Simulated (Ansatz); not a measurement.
`B/N=C(/O)[SiH3]`, relaxed with RKS PBE-D4/def2-SVP in Ansatz from a rough embedded geometry. The force threshold is 0.03 eV/Å; the program also tests the step.

The species carries charge 0 and has multiplicity 1.

Start:

```xyz
11

B    -1.429    0.309    1.662
N    -0.284   -0.233    0.927
C     0.056    0.047   -0.284
O    -0.568    1.002   -1.128
Si    1.580   -0.757   -0.988
H    -1.698   -0.038    2.799
H    -2.211    1.123    1.215
H    -1.435    1.474   -0.828
H     1.229   -2.048   -1.504
H     2.583   -0.962    0.124
H     2.177    0.083   -1.995
```

(1) How much energy does the relaxation release, and in how many steps? (An estimate is asked.)

(2) Which bonds change most? (An estimate is asked.)

(3) Give the relaxed structure. (Best estimate.)

## Answers

(1) Computed: 28.67 kcal/mol, in 18 steps.

(2) Ansatz gave: B1–N2 from 1.464 to 1.371 Å; Si5–H9 from 1.434 to 1.502 Å; Si5–H11 from 1.442 to 1.502 Å; C3–Si5 from 1.862 to 1.919 Å.

(3) The calculation gave: 
```xyz
11

B    -1.168    0.509    1.876
N    -0.686    0.305    0.609
C    -0.199    0.099   -0.537
O    -0.863    0.374   -1.696
Si    1.534   -0.661   -0.852
H    -1.794   -0.382    2.429
H    -0.974    1.580    2.427
H    -1.742    0.741   -1.451
H     1.357   -1.975   -1.557
H     2.202   -0.857    0.474
H     2.333    0.267   -1.722
```
